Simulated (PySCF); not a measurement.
## MoH4: fields on a plane

Computed with Ur2SCAN/[Mo def2-TZVP with ECP28, H def2-TZVP], scalar-relativistic core potentials, density fitting, no spin–orbit coupling, PySCF.

The triplet minimum has Mo–H 1.689 Å (×4); H–Mo–H 109.5° (×6).

The plane holds Mo1 at (0.00, 0.00), H2 at (1.69, 0.00), H3 at (-0.56, 1.59) Å. Columns run from x = -2.55 to 4.05 Å, rows from y = 3.75 (top) to -1.95 Å, in steps of 0.3 Å. Other isomers or separated fragments may lie lower. Core electrons replaced by a potential are absent, the electrostatic potential uses the reduced nuclear charge, and values within about 0.7 Å of such atoms have no physical meaning.

Task: Give the electrostatic potential (V) (cut at 20 V). Lower edges of the bins (V): '0' -0.21, '1' -0.09, '2' 0.10, '3' 0.40, '4' 0.88, '5' 1.63, '6' 2.82, '7' 4.72, '8' 7.71, '9' 12.47; top 20.0.

Result: 
```
11000000001111111111111
11000000000111111111111
10000000000111111111111
10000000000111111111111
10000222211111111111111
10002455432222211111111
11013689743332211111111
11124799865443211100111
22234799876654311000011
23345689998765321000001
33456799999976543100000
34567899999987875200000
34567999999999996310000
34567999999999996310000
34567899999987875200000
33456799999976543100000
23345678998865421000001
22334567777664321000011
22223445666554321111111
12222334455443322111111
```

Task: Give the electron density (e/Å³) (cut at 5 e/Å³). Lower edges of the bins (e/Å³): '0' 0.000, '1' 0.030, '2' 0.076, '3' 0.151, '4' 0.268, '5' 0.455, '6' 0.750, '7' 1.218, '8' 1.960, '9' 3.136; top 5.00.

Result: 
```
00000000000000000000000
00000000000000000000000
00000000000000000000000
00000000000000000000000
00000111100000000000000
00001233211000000000000
00012355431000000000000
00012477532100000000000
00012467643211000000000
00012456654322111000000
00012357786533321100000
00001369999655542100000
00001489559766763200000
00001489559766763200000
00001369999655542100000
00001356886433321100000
00001234443222111000000
00000122221110000000000
00000011100000000000000
00000000000000000000000
```

Other spin states or occupations of the open shell can lie lower.
